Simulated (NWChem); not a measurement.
Species: GeH2O2, singlet; SMILES [OH][Ge][OH]

```xyz
5

Ge     0.0000     0.0000     0.3497
O      1.3035     0.0000    -0.8664
H      2.1766     0.0000    -0.4574
O     -1.3035     0.0000    -0.8664
H     -2.1766     0.0000    -0.4574
```
Atoms are numbered in this order, from 1.

Program: NWChem. Pople sets run with spherical d functions. Low-valent species are run as closed-shell singlets; no triplet was tried in these runs. The geometry was optimised at PBE0/def2-SVP. Vzz is the largest principal value of the second derivative of the potential at the nucleus (NWChem prints the opposite sign); η is the asymmetry. Non-relativistic.

```json
[
 {"level": "Hartree-Fock/6-31G*", "Vzz Ge1 (a.u.)": "2.822", "η Ge1": "0.80", "Vzz O4 (a.u.)": "1.346", "η O4": "0.39"},
 {"level": "Hartree-Fock/def2-SVP", "Vzz Ge1 (a.u.)": "2.928", "η Ge1": "0.89", "Vzz O4 (a.u.)": "1.406", "η O4": "0.35"},
 {"level": "B3LYP/def2-SVP", "Vzz Ge1 (a.u.)": "___", "η Ge1": "0.82", "Vzz O4 (a.u.)": "___", "η O4": "0.24"},
 {"level": "B3LYP/def2-TZVP", "Vzz Ge1 (a.u.)": "2.964", "η Ge1": "0.66", "Vzz O4 (a.u.)": "1.266", "η O4": "0.23"}
]
```

Problem. Fill in the missing entries.

Solution. 
- B3LYP/def2-SVP, Vzz Ge1 (a.u.): 2.303
- B3LYP/def2-SVP, Vzz O4 (a.u.): 1.294
